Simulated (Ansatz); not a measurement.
```yaml
crystal:
  periodic: [false, false, false]
  atoms:
    - {symbol: C, position_ang: [-0.179286, -1.428325, 1.635235]}
    - {symbol: O, position_ang: [0.098823, -0.903188, 0.376086]}
    - {symbol: Ti, position_ang: [0.218297, 0.510760, -0.686974]}
    - {symbol: O, position_ang: [1.965403, 0.745722, -1.104661]}
    - {symbol: O, position_ang: [-0.777358, 0.274745, -2.173198]}
    - {symbol: O, position_ang: [-0.407232, 1.977487, 0.158854]}
    - {symbol: H, position_ang: [0.736688, -1.823160, 2.086095]}
    - {symbol: H, position_ang: [-0.902682, -2.245536, 1.547704]}
    - {symbol: H, position_ang: [-0.594868, -0.662138, 2.298481]}
    - {symbol: H, position_ang: [2.367315, 1.481438, -1.568316]}
    - {symbol: H, position_ang: [-1.261806, -0.482848, -2.500805]}
    - {symbol: H, position_ang: [-1.186394, 2.499844, -0.034498]}
basis:
  gaussian: {orbitals: cc-pVTZ, nuclear_model: gaussian}
hamiltonian: {xc: {name: HF}}
correlation: {method: mp2, frozen_orbitals: {C: 9}}
scf: {lower_state_search: light}
output: {forces: true}
```

```sh
$ ansatz run in.yaml --threads 4 --pin off --events-out ev --progress --plain --max-ram 11315MiB
```

Output, abridged:

```
Functional definition: HF
Error: "frozen_orbitals" has no count for O
```

(1) Something in this input is off. What?

Answers

(1) Frozen orbitals are typed for one element alone, and the program wants a count for each. The program refused the input.
